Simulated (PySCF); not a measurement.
System: C₂H₂BCl₂ (charge -1, singlet). It need not be the lowest isomer of its formula. Whether it binds its extra electron was not tested at this geometry. 
Coordinates optimised at B3LYP-D3(BJ)/def2-TZVP (Ansatz):
```
C
C 1 1.3835
H 1 1.1047 2 123.08
H 2 1.1168 1 107.92 3 0.00
B 1 1.4917 3 114.23 2 -180.00
Cl 5 1.7909 1 126.47 3 180.00
Cl 5 1.8275 1 120.51 3 0.00
```
Charge -1, spin multiplicity 1.

Dispersion corrections to the total energy (kcal/mol) from the dftd3 and dftd4 libraries through PySCF: D3(BJ) without and D4 with the three-body term, each with the damping fitted for the functional named.

```csv
functional,D3(BJ),D4
HF,-31.69,-16.96
B2PLYP,-3.72,-3.42
BLYP,-9.36,___
B2GP-PLYP,-3.23,-2.08
revPBE,___,-14.50
HSE06,___,-3.86
r2SCAN,-1.17,-1.16
```

Q: Some entries are withheld; supply them.

A: 
- BLYP, D4: -10.79
- revPBE, D3(BJ): -10.37
- HSE06, D3(BJ): -3.02
